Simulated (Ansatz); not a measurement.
## Reading a saddle point

A first-order saddle point of Si2NH8Cl, singlet, PBE0-D4/def2-TZVP, with one imaginary mode of 754i cm⁻¹:

| atom | x (Å) | y (Å) | z (Å) |
| --- | --- | --- | --- |
| Si1 | -0.7942 | 0.1713 | -0.4415 |
| Si2 | 0.7833 | -1.3011 | 0.9516 |
| H3 | -0.7195 | -1.0902 | -1.2526 |
| H4 | -2.1047 | 0.2109 | 0.2233 |
| N5 | -0.2508 | 1.3436 | -1.5178 |
| H6 | 0.1681 | 0.3350 | 1.0155 |
| Cl7 | -0.1942 | 1.9687 | 1.4514 |
| H8 | 1.4476 | -1.0553 | 2.2552 |
| H9 | -0.2043 | -2.4014 | 1.0581 |
| H10 | 1.7802 | -1.5537 | -0.1152 |
| H11 | 0.1342 | 1.0911 | -2.4119 |
| H12 | -0.0460 | 2.2810 | -1.2158 |

Computed with Ansatz 0.2.0 (basis: def2-TZVPP and def2-QZVPP); correlated methods freeze the cores. Extrapolation: Hartree–Fock as exp(−7.88 √X), correlation as X^−2.97.

Which contacts change along the imaginary mode, and what lies on either side? (A judgement: the text doesn't fix the answer.)

Computed: The step is Si₂NH₇ ([NH2][SiH2][SiH3]) + HCl → SiNH₄Cl ([NH2][SiH2][Cl]) + SiH₄, with the molecules in contact on both sides. Shortening one way: Si1–Cl7, Si2–H6; lengthening the same way: Si1–Si2, H6–Cl7.
```tsv
pair	one side (Å)	saddle (Å)	other side (Å)
Si1–Cl7	4.01	2.68	2.07
Si2–H6	2.98	1.75	1.48
Si1–Si2	2.36	2.57	4.05
H6–Cl7	1.29	1.73	3.60
```

Which side is lower, and how far does the saddle lie above each? (To be estimated.)

Computed: The side with Si1–Cl7, Si2–H6 short is lower by 27.78 kcal/mol; the saddle lies 57.58 kcal/mol above it and 29.80 kcal/mol above the other (CCSD(T) at an estimated basis limit (MP2 extrapolated from triple and quadruple zeta, plus CCSD(T) − MP2 in triple zeta); electronic energies).

T1 diagnostic: at most 0.014.

Labels in which every atom is bracketed show which atoms are joined, not bond orders.

For scale, one of the runs: CCSD(T)/def2-TZVPP, 269 basis functions, launched by `ansatz run in.yaml --threads 4 --pin off --events-out ev --progress --plain --max-ram 9574MiB`. Hardware: 4 CPU threads of an Arm Neoverse V1, shared host. Wall time 2.7 min; peak host memory 6.3 GiB.
